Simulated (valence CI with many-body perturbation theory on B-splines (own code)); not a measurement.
P¹⁰⁺: electric-dipole lines

Computed by configuration interaction combined with many-body perturbation theory (CI+MBPT): three valence electrons over a frozen Dirac-Fock core [He], a basis of 11 s, 11 p, 9 d, 7 f, 5 g, 2 h, 1 i functions for each j, with the one-electron correlation potential Σ1, the two-electron term Σ2, the three-electron term Σ3, Breit, model QED; selected CI, second order for the rest, scaled by the run's own slope (own B-spline code, finite nucleus).

No measured levels were compared; by estimate levels of excited configurations hold to 0.05 to 0.15 % of their energy, terms of the ground configuration to about 0.5 %.

Lines 151 to 200 of 246 in falling wavelength, among levels below 339.01 eV, chosen from the strongest by gf and those to the six lowest levels. Wavelengths and rates use the calculated energies, so an error of 300 cm⁻¹ moves a line at 4.482 nm by 0.013 % and its rate by three times that or more. Electric multipoles are in the length gauge, E1 and E2 with the static RPA response of the core. Weak lines are less certain than strong ones. Lines between different terms over intervals too small for the method are left out, as are lines whose strength nearly cancels. The highest levels of a list are the least certain.

Names give the largest LS component (configuration and term), which can be under half, so a name can repeat, a term be missing and a line seem to break the LS rules; names also repeat where a configuration has a term twice. Letters in brackets count levels of one name in rising energy.

| λ vac (nm) | Upper | Lower | A (s⁻¹) | S (a.u.) |
| --- | --- | --- | --- | --- |
| 4.482 | 2s.2p.3d 4P°_3/2 | 2s.2p2 2D_3/2 | 4.35e+09 | 7.73e-04 |
| 4.480 | 2s.2p.3s 2P°_3/2 [a] | 2s.2p2 4P_1/2 | 1.83e+08 | 3.25e-05 |
| 4.424 | 2s.2p.3d 2F°_5/2 [a] | 2s.2p2 2D_5/2 | 1.33e+11 | 3.40e-02 |
| 4.423 | 2s.2p.3d 2F°_5/2 [a] | 2s.2p2 2D_3/2 | 1.22e+12 | 3.13e-01 |
| 4.412 | 2s.2p.3d 2F°_7/2 [a] | 2s.2p2 2D_5/2 | 1.44e+12 | 4.88e-01 |
| 4.394 | 2s.2p.3d 2P°_1/2 [a] | 2s.2p2 2D_3/2 | 2.48e+10 | 2.08e-03 |
| 4.392 | 2s.2p.3d 2D°_3/2 [b] | 2s.2p2 2P_3/2 | 2.44e+11 | 4.08e-02 |
| 4.390 | 2s.2p.3d 2D°_5/2 [b] | 2s.2p2 2P_3/2 | 1.53e+12 | 3.83e-01 |
| 4.381 | 2s.2p.3d 2D°_3/2 [b] | 2s.2p2 2P_1/2 | 1.21e+12 | 2.02e-01 |
| 4.365 | 2s.2p.3d 2P°_1/2 [b] | 2s.2p2 2P_3/2 | 2.44e+11 | 2.01e-02 |
| 4.363 | 2s.2p.3d 2P°_3/2 [b] | 2s.2p2 2P_3/2 | 6.54e+11 | 1.07e-01 |
| 4.355 | 2s.2p.3d 2P°_1/2 [b] | 2s.2p2 2P_1/2 | 3.19e+11 | 2.60e-02 |
| 4.353 | 2s.2p.3d 2P°_3/2 [b] | 2s.2p2 2P_1/2 | 2.36e+11 | 3.84e-02 |
| 4.310 | 2s.2p.3d 2P°_1/2 [b] | 2s.2p2 2S_1/2 | 6.76e+11 | 5.34e-02 |
| 4.309 | 2s.2p.3d 2P°_3/2 [b] | 2s.2p2 2S_1/2 | 3.50e+11 | 5.53e-02 |
| 4.297 | 2s.2p.3d 4F°_3/2 | 2s.2p2 4P_5/2 | 5.49e+08 | 8.61e-05 |
| 4.293 | 2s.2p.3d 4F°_5/2 | 2s.2p2 4P_5/2 | 7.89e+09 | 1.85e-03 |
| 4.288 | 2s.2p.3d 4F°_7/2 | 2s.2p2 4P_5/2 | 3.63e+10 | 1.13e-02 |
| 4.288 | 2s.2p.3d 4F°_3/2 | 2s.2p2 4P_3/2 | 6.50e+09 | 1.01e-03 |
| 4.284 | 2s.2p.3d 4F°_5/2 | 2s.2p2 4P_3/2 | 2.06e+10 | 4.79e-03 |
| 4.281 | 2s.2p.3d 4F°_3/2 | 2s.2p2 4P_1/2 | 5.41e+09 | 8.38e-04 |
| 4.277 | 2s2.3d 2D_3/2 | 2s2.2p 2P°_3/2 | 2.30e+11 | 3.56e-02 |
| 4.276 | 2s2.3d 2D_5/2 | 2s2.2p 2P°_3/2 | 1.38e+12 | 3.19e-01 |
| 4.260 | 2s2.3d 2D_3/2 | 2s2.2p 2P°_1/2 | 1.16e+12 | 1.77e-01 |
| 4.256 | 2s.2p.3d 4D°_3/2 | 2s.2p2 4P_5/2 | 1.40e+10 | 2.13e-03 |
| 4.255 | 2s.2p.3d 4D°_5/2 | 2s.2p2 4P_5/2 | 7.52e+10 | 1.72e-02 |
| 4.250 | 2s.2p.3d 2D°_3/2 [a] | 2s.2p2 4P_5/2 | 1.01e+10 | 1.54e-03 |
| 4.249 | 2s.2p.3d 4D°_7/2 | 2s.2p2 4P_5/2 | 2.10e+12 | 6.36e-01 |
| 4.248 | 2s.2p.3d 2D°_5/2 [a] | 2s.2p2 4P_5/2 | 2.47e+11 | 5.61e-02 |
| 4.247 | 2s.2p.3d 4D°_1/2 | 2s.2p2 4P_3/2 | 2.21e+11 | 1.67e-02 |
| 4.247 | 2s.2p.3d 4D°_3/2 | 2s.2p2 4P_3/2 | 7.97e+11 | 1.21e-01 |
| 4.246 | 2s.2p.3d 4D°_5/2 | 2s.2p2 4P_3/2 | 1.52e+12 | 3.45e-01 |
| 4.245 | 2s.2p.3s 2P°_3/2 [b] | 2s.2p2 4P_5/2 | 1.37e+08 | 2.07e-05 |
| 4.241 | 2s.2p.3d 2D°_3/2 [a] | 2s.2p2 4P_3/2 | 7.88e+10 | 1.19e-02 |
| 4.241 | 2s.2p.3d 4D°_1/2 | 2s.2p2 4P_1/2 | 1.90e+12 | 1.43e-01 |
| 4.241 | 2s.2p.3d 4D°_3/2 | 2s.2p2 4P_1/2 | 1.12e+12 | 1.69e-01 |
| 4.239 | 2s.2p.3d 2D°_5/2 [a] | 2s.2p2 4P_3/2 | 2.74e+11 | 6.19e-02 |
| 4.236 | 2s.2p.3s 2P°_3/2 [b] | 2s.2p2 4P_3/2 | 2.54e+09 | 3.81e-04 |
| 4.235 | 2s.2p.3d 4P°_5/2 | 2s.2p2 4P_5/2 | 1.11e+12 | 2.50e-01 |
| 4.235 | 2s.2p.3d 2D°_3/2 [a] | 2s.2p2 4P_1/2 | 5.01e+10 | 7.51e-03 |
| 4.233 | 2s.2p.3d 4P°_3/2 | 2s.2p2 4P_5/2 | 5.99e+11 | 8.97e-02 |
| 4.230 | 2s.2p.3s 2P°_1/2 [b] | 2s.2p2 4P_1/2 | 3.67e+09 | 2.75e-04 |
| 4.230 | 2s.2p.3s 2P°_3/2 [b] | 2s.2p2 4P_1/2 | 3.63e+09 | 5.42e-04 |
| 4.226 | 2s.2p.3d 4P°_5/2 | 2s.2p2 4P_3/2 | 2.08e+10 | 4.65e-03 |
| 4.224 | 2s.2p.3d 4P°_3/2 | 2s.2p2 4P_3/2 | 4.12e+11 | 6.13e-02 |
| 4.222 | 2s.2p.3d 4P°_1/2 | 2s.2p2 4P_3/2 | 1.10e+12 | 8.17e-02 |
| 4.218 | 2s.2p.3d 4P°_3/2 | 2s.2p2 4P_1/2 | 1.90e+11 | 2.82e-02 |
| 4.216 | 2s.2p.3d 4P°_1/2 | 2s.2p2 4P_1/2 | 7.10e+10 | 5.25e-03 |
| 4.200 | 2s.2p.3d 2F°_7/2 [b] | 2s.2p2 2D_5/2 | 1.08e+12 | 3.17e-01 |
| 4.199 | 2s.2p.3d 2F°_5/2 [b] | 2s.2p2 2D_5/2 | 7.77e+10 | 1.70e-02 |
